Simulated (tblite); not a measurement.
Compound: C6H12N (doublet state).
Numbering: `[CH2:1][CH2:2][N:3]1[CH2:4][CH2:5][C@H:6]1[CH3:7]` (hydrogens: H8, H9 on C1; H10, H11 on C2; H12, H13 on C4; H14, H15 on C5; H16 on C6; H17, H18, H19 on C7)

Computed with GFN2-xTB (tblite), gas phase: L-BFGS steps from a force-field or distance-geometry start until the largest atomic force falls under 0.01 eV/Å.

Step 50: E = -592.8049 eV
```
atom  x, y, z in Å  |  force x, y, z in eV/Å
C1      2.6586   -0.6355   -0.2215   -0.027  -0.015  -0.024
C2      1.3913   -0.7452    0.5180    0.009   0.003  -0.002
N3      0.3290   -0.0680   -0.1953    0.014  -0.030   0.022
C4      0.3287    1.3945   -0.2170    0.042  -0.045  -0.005
C5     -1.1763    1.3894    0.0590   -0.005  -0.013   0.004
C6     -1.0366   -0.1155    0.3404    0.019  -0.017  -0.011
C7     -1.9609   -1.0406   -0.4311    0.005   0.006   0.004
H8      2.6396   -0.7396   -1.2883    0.014   0.020   0.011
H9      3.5757   -0.3631    0.2618   -0.028  -0.021   0.016
H10     1.0762   -1.8019    0.5921    0.006   0.050  -0.006
H11     1.5108   -0.3692    1.5537   -0.016   0.000  -0.037
H12     0.9242    1.8493    0.5834    0.003   0.001   0.032
H13     0.6520    1.8025   -1.1757    0.007   0.027  -0.018
H14    -1.5113    2.0018    0.8903   -0.016   0.032   0.031
H15    -1.7781    1.5995   -0.8196   -0.030   0.022  -0.022
H16    -1.0709   -0.3517    1.4157    0.003   0.008  -0.024
H17    -2.9795   -0.9416   -0.0622    0.001  -0.021   0.000
H18    -1.6432   -2.0753   -0.3250   -0.009   0.015   0.024
H19    -1.9390   -0.7805   -1.4862    0.010  -0.022   0.005
```

Step 51: E = -592.8055 eV
```
atom  x, y, z in Å  |  force x, y, z in eV/Å
C1      2.6584   -0.6352   -0.2228   -0.017  -0.002  -0.007
C2      1.3906   -0.7451    0.5155    0.001   0.007   0.001
N3      0.3280   -0.0657   -0.1950    0.019  -0.033   0.033
C4      0.3276    1.3968   -0.2150    0.054  -0.059  -0.014
C5     -1.1778    1.3903    0.0573    0.007  -0.018   0.013
C6     -1.0373   -0.1142    0.3422    0.026  -0.016  -0.021
C7     -1.9592   -1.0422   -0.4289    0.005   0.007   0.007
H8      2.6364   -0.7271   -1.2899    0.021   0.018  -0.015
H9      3.5793   -0.3775    0.2623   -0.048  -0.024   0.014
H10     1.0750   -1.8018    0.5852    0.003   0.042   0.003
H11     1.5090   -0.3725    1.5525   -0.009  -0.003  -0.031
H12     0.9232    1.8503    0.5866   -0.013  -0.001   0.028
H13     0.6517    1.8060   -1.1726    0.015   0.030  -0.026
H14    -1.5110    2.0051    0.8872   -0.044   0.034   0.030
H15    -1.7771    1.5967   -0.8242   -0.029   0.029  -0.005
H16    -1.0722   -0.3488    1.4185    0.009   0.014  -0.045
H17    -2.9793   -0.9404   -0.0658   -0.007  -0.015   0.000
H18    -1.6441   -2.0768   -0.3148   -0.004   0.011   0.022
H19    -1.9311   -0.7888   -1.4857    0.009  -0.020   0.013
```

Step 52: E = -592.8062 eV
```
atom  x, y, z in Å  |  force x, y, z in eV/Å
C1      2.6576   -0.6350   -0.2244   -0.017   0.005  -0.058
C2      1.3902   -0.7455    0.5140    0.002   0.005  -0.006
N3      0.3277   -0.0646   -0.1935    0.016  -0.021   0.027
C4      0.3284    1.3977   -0.2120    0.044  -0.046  -0.022
C5     -1.1786    1.3908    0.0546    0.021  -0.010   0.015
C6     -1.0376   -0.1134    0.3433    0.022  -0.005  -0.025
C7     -1.9577   -1.0443   -0.4265    0.001   0.001   0.009
H8      2.6293   -0.7058   -1.2942    0.031   0.018   0.024
H9      3.5828   -0.3937    0.2611   -0.056  -0.026   0.015
H10     1.0739   -1.8016    0.5801    0.001   0.020   0.014
H11     1.5080   -0.3759    1.5515    0.000  -0.002  -0.010
H12     0.9221    1.8506    0.5923   -0.030  -0.011   0.014
H13     0.6544    1.8097   -1.1681    0.022   0.019  -0.021
H14    -1.5116    2.0090    0.8824   -0.061   0.020   0.011
H15    -1.7744    1.5938   -0.8312   -0.015   0.030   0.029
H16    -1.0748   -0.3456    1.4205    0.017   0.018  -0.055
H17    -2.9795   -0.9378   -0.0698   -0.010  -0.008  -0.001
H18    -1.6474   -2.0791   -0.3022    0.004   0.008   0.021
H19    -1.9227   -0.8001   -1.4853    0.008  -0.014   0.017
```

Step 53: E = -592.8069 eV
```
atom  x, y, z in Å  |  force x, y, z in eV/Å
C1      2.6568   -0.6354   -0.2259   -0.002   0.016  -0.037
C2      1.3894   -0.7452    0.5113   -0.004   0.003  -0.007
N3      0.3275   -0.0629   -0.1935    0.008   0.000  -0.002
C4      0.3291    1.3988   -0.2106    0.015  -0.011  -0.021
C5     -1.1793    1.3917    0.0533    0.030   0.005   0.013
C6     -1.0371   -0.1124    0.3434    0.009   0.010  -0.025
C7     -1.9557   -1.0464   -0.4241   -0.003  -0.005   0.007
H8      2.6269   -0.6921   -1.2955    0.034   0.014  -0.009
H9      3.5845   -0.4094    0.2622   -0.056  -0.025   0.017
H10     1.0711   -1.7999    0.5734   -0.001  -0.018   0.026
H11     1.5051   -0.3789    1.5492    0.016   0.003   0.016
H12     0.9207    1.8518    0.5963   -0.038  -0.023  -0.001
H13     0.6548    1.8154   -1.1654    0.029   0.000  -0.009
H14    -1.5123    2.0125    0.8805   -0.063  -0.006  -0.015
H15    -1.7738    1.5931   -0.8348    0.001   0.029   0.057
H16    -1.0751   -0.3424    1.4207    0.023   0.015  -0.044
H17    -2.9790   -0.9371   -0.0730   -0.013   0.002   0.000
H18    -1.6483   -2.0806   -0.2904    0.011  -0.002   0.020
H19    -1.9151   -0.8111   -1.4845    0.006  -0.006   0.014
```

**Question.** Estimate the geometry and energy of step 54. (The exact step hangs on the optimiser's Hessian estimate; all steps are aligned on step 53, rigid shifts and turns removed.)

**Answer.** E = -592.8076 eV, largest force 0.075 eV/Å
```
atom  x, y, z in Å  |  force x, y, z in eV/Å
C1      2.6556   -0.6356   -0.2283    0.005   0.023  -0.055
C2      1.3891   -0.7458    0.5099   -0.004  -0.004  -0.011
N3      0.3281   -0.0621   -0.1918   -0.003   0.017  -0.034
C4      0.3307    1.3990   -0.2089   -0.017   0.028  -0.015
C5     -1.1793    1.3922    0.0514    0.025   0.020   0.004
C6     -1.0366   -0.1116    0.3432   -0.006   0.022  -0.018
C7     -1.9543   -1.0484   -0.4216   -0.009  -0.010   0.003
H8      2.6226   -0.6729   -1.2993    0.035   0.012   0.015
H9      3.5858   -0.4246    0.2616   -0.052  -0.026   0.016
H10     1.0691   -1.7995    0.5695    0.001  -0.042   0.032
H11     1.5048   -0.3828    1.5488    0.027   0.006   0.028
H12     0.9183    1.8525    0.6011   -0.035  -0.031  -0.011
H13     0.6579    1.8192   -1.1622    0.030  -0.019   0.005
H14    -1.5157    2.0159    0.8765   -0.050  -0.032  -0.036
H15    -1.7721    1.5917   -0.8391    0.015   0.026   0.069
H16    -1.0762   -0.3390    1.4204    0.028   0.010  -0.020
H17    -2.9793   -0.9347   -0.0765   -0.007   0.008  -0.001
H18    -1.6509   -2.0825   -0.2784    0.015  -0.004   0.019
H19    -1.9077   -0.8217   -1.4835    0.003  -0.002   0.009
```

The energy changes by -0.0007 eV. The first-order estimate −F·Δx gives -0.0009 eV and the mean of the old and new forces, exact on a quadratic surface, -0.0007 eV. The step makes an angle of 81° with the force vector and moves no atom by more than 0.020 Å.

The cost below is that of the whole relaxation. The run took 0.68 s on an Arm Neoverse V1 with one thread, on a shared host.
